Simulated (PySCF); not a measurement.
C₆H₆F (charge +1).
Numbering: `[F:1][C:2]1=[CH:3][CH:4]=[CH:5][CH+:6][CH2:7]1`

NICS is the negative of the GIAO shielding at a point without a nucleus: at the ring centre (0) and 1 Å above and below it (1); zz is the component along the ring normal. Level: GIAO PBE0/pcSseg-1 (PySCF, non-relativistic, gas phase) on the GFN2-xTB geometry, one conformer.

Ring bond lengths (Å), with Mayer bond orders in brackets: C2–C3 1.376 (1.47), C3–C4 1.392 (1.37), C4–C5 1.405 (1.29), C5–C6 1.364 (1.60), C6–C7 1.462 (1.09), C7–C2 1.462 (1.11).

Task: What do the NICS probes read (ppm)?

Result: 
| ring | type | NICS(0) | NICS(1), two faces | NICS(1)zz, two faces | rms pucker (Å) | centre to ring atoms, mean (Å) |
| --- | --- | --- | --- | --- | --- | --- |
| C2–C3–C4–C5–C6–C7 | 6-membered carbocycle; formal bonds 2 double, 4 single | -0.5 | -5.4 / -5.4 | -11.3 / -11.3 | 0.00 | 1.41 |

Task: What do they say, and how far can they be read as aromaticity?

Result: 
- C2–C3–C4–C5–C6–C7: mean NICS(1)zz -11.3 ppm, shielded. C7 has four or more neighbours, and the NICS criterion for π rings isn't applied.

Task: At the first NICS(1) probe listed for ring C2–C3–C4–C5–C6–C7, 1 Å off the ring, what do the in-plane components average?

Result: The isotropic value is a third of the trace: (3 × -5.4 − (-11.3))/2 = -2.5 ppm.

Task: Give the inner angles of the rings and the Hirshfeld charges of the ring atoms.

Result: 
- C2–C3–C4–C5–C6–C7: C2 122.7° (+0.214 e), C3 118.8° (-0.019 e), C4 121.8° (+0.097 e), C5 120.3° (-0.002 e), C6 121.4° (+0.077 e), C7 114.9° (-0.035 e); sum 720.0° against 720° for a flat convex ring.

Task: How shielded are the nuclei of the rings and their hydrogens (means over atoms taken as equivalent)?

Result: 
| atoms | environment | σ isotropic (ppm) |
| --- | --- | --- |
| C2 | vinylic C–F carbon | -29.0 |
| C3 | alkene CH carbon | 57.9 |
| C4 | carbon bonded to 2 C and H | -2.1 |
| C5 | carbon bonded to 2 C and H | 46.6 |
| C6 | carbon bonded to 2 C and H | 4.1 |
| C7 | allylic carbon | 138.8 |
| H on C3 | vinylic hydrogen | 23.57 |
| H on C4 | hydrogen on carbon | 21.90 |
| H on C5 | hydrogen on carbon | 23.24 |
| H on C6 | hydrogen on carbon | 22.65 |
| H on C7 (×2) | methylene hydrogen | 26.43 |

Time: 17 s of wall time; peak memory 0.74 GiB. Hardware: one thread, Arm Neoverse V2 (aarch64), shared host with 192 logical CPUs at a one-minute load of 123. This is the whole shielding run at PBE0/pcSseg-1, SCF included.
